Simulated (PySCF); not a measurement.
# IBr: from constants to spectrum

PBE0 constants of IBr, ¹Σ⁺ (singlet), closed shell (PySCF, scalar-relativistic core potentials, basis sets I cc-pVTZ-PP with ECP28, Br cc-pVTZ-PP with ECP10; masses 126.9045 and 78.9183 u):

* ωe: 281.5 cm⁻¹
* ωexe: 0.643 cm⁻¹
* Be: 0.056845 cm⁻¹
* αe: 0.000170 cm⁻¹
* De to I + Br: 2.16 eV

**Question.** What force constant and bond length do these constants imply?

**Answer.** Reduced mass μred = 48.659 u; k = 5.8918×10⁻⁷·μred·ωe² (u, cm⁻¹, mdyn/Å) = 2.27 mdyn/Å; Re = √(16.8576/(μred·Be)) (u, cm⁻¹, Å) = 2.469 Å.

**Question.** Estimate the centrifugal constant D from the Kratzer relation and find the Dunham coefficient a1.

**Answer.** D = 4Be³/ωe² = 9.27e-09 cm⁻¹; a1 = −1 − αeωe/(6Be²) = -3.47.

These are scalar-relativistic numbers at best; spin–orbit coupling would shift them, the dissociation energy most.
